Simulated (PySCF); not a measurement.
C3H3NO3S. Atoms are numbered in the order given.

```xyz
11

N      3.8010     1.0631    -0.6382
C      2.6544     0.9585    -0.5045
C      1.2433     0.8482    -0.3412
C      0.6391    -0.3061    -0.0423
S     -1.1192    -0.3488     0.0874
O     -1.5959    -1.4926    -0.6656
O     -1.6296     0.9867    -0.1077
O     -1.2855    -0.7109     1.6556
H      0.6402     1.7556    -0.4653
H      1.1474    -1.2639     0.0937
H     -1.6201    -1.6204     1.7108
```
Charge 0, spin multiplicity 1.

The structure is a stationary point at PBE0-D3(BJ)/def2-SVP. Other conformers were not sampled.

All values below come from PBE/pcSseg-1 in PySCF.

GIAO shieldings, no solvent; atoms listed in one row are averaged. δ = σ(ref) − σ: ¹⁵N against NH3 (σ = 267.0 ppm); ¹³C against TMS (σ = 182.0 ppm); ³³S against H2S (σ = 706.5 ppm); ¹⁷O against H2O (σ = 334.3 ppm); ¹H against TMS (σ = 31.49 ppm), references at their B3LYP-D3(BJ)/def2-TZVP geometries, non-relativistic.

Estimate the chemical shifts. (The exact figures need the calculation; the answer reports its results.)


```csv
nucleus,atoms,count,δ (ppm)
¹⁵N,N1,1,348.2
¹³C,C4,1,154.3
¹³C,C2,1,119.9
¹³C,C3,1,117.8
³³S,S5,1,522.4
¹⁷O,O6,1,265.4
¹⁷O,O7,1,238.9
¹⁷O,O8,1,231.3
¹H,H10,1,7.00
¹H,H9,1,6.53
¹H,H11,1,4.91
```
